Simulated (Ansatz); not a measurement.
The same path of CH4BClSi (8 atoms, charge 0, multiplicity 1) was run twice with different band settings.

Theory: RKS r2SCANh/6-31G in Ansatz.

Relaxed end points:

```xyz
8
Properties=species:S:1:pos:R:3
C -0.024 1.460 -0.308
B 0.221 0.010 0.077
Si -0.175 -1.690 0.884
Cl -0.737 -2.964 -0.871
H -0.918 1.503 -0.952
H -0.245 2.083 0.569
H 0.807 1.911 -0.860
H 1.071 -2.313 1.462
```

```xyz
8
Properties=species:S:1:pos:R:3
C 0.024 1.429 -0.432
B 0.216 0.012 0.083
Si 0.123 -1.908 0.028
Cl -1.569 -2.381 1.419
H 0.527 1.574 -1.398
H -1.048 1.600 -0.614
H 0.375 2.197 0.264
H 1.351 -2.524 0.649
```

Common settings: movable images 7; climbing image yes; optimiser quadratic models (default); start path IDPP; force threshold 0.05 eV/Å; end points relaxed.

| run | spring | iteration limit |
| --- | --- | --- |
| 1 | 5.0 eV/Å² | 43 |
| 2 | 50.0 eV/Å² | 56 |

(1) What does each run give, and how far can it be trusted?

Answers

(1) Run 1: converged after 9 iterations, highest image 0.177 eV above the first end. Beside the main top the profile has a ripple of under 15 meV (maxima at images 2, 4, 6), which may be a very shallow well or noise. A vibrational analysis at the climbing image gives one clearly imaginary mode, 269i cm⁻¹: a first-order saddle point.
Run 2: converged after 9 iterations, highest image 0.177 eV above the first end. Beside the main top the profile has a ripple of under 15 meV (maxima at images 2, 4, 6), which may be a very shallow well or noise. Another band between the same ends (7 images) ends at a top of the same energy, where a vibrational analysis finds 1 clearly imaginary mode.
Limits of this set-up: no polarisation functions.
